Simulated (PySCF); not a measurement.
C3H2F3, SMILES C(=C\[C](F)F)/F, multiplicity 2. Coordinates come from a PBE-D3(BJ)/def2-SVP optimisation. The isomer is the one that the SMILES or the coordinates give; other isomers of the formula were not compared. One conformer was computed; it need not be the lowest.

Computed with PBE-D3(BJ)/def2-SVP (PySCF).

Harmonic wavenumbers (cm⁻¹): 158, 168, 194, 349, 385, 468, 581, 593, 820, 908, 1132, 1145, 1233, 1332, 1470, 1596, 3146, 3150. Rotational constants (GHz): 9.660, 1.753, 1.484; symmetry number 1.

**Question.** Work out the zero-point energy and the ideal-gas rigid-rotor harmonic-oscillator thermochemistry at 298.15 K and 1 atm.

**Answer.** ZPE = ½ Σ hcν = ½ × 18828 cm⁻¹ = 112.62 kJ/mol. H − E(el) = 131.15 kJ/mol. Entropy in J/(mol K): translation 165.55, rotation 112.76, vibration 48.57, spin 5.76, total 332.63. G − E(el) = 31.98 kJ/mol. Cp = 92.68 J/(mol K).
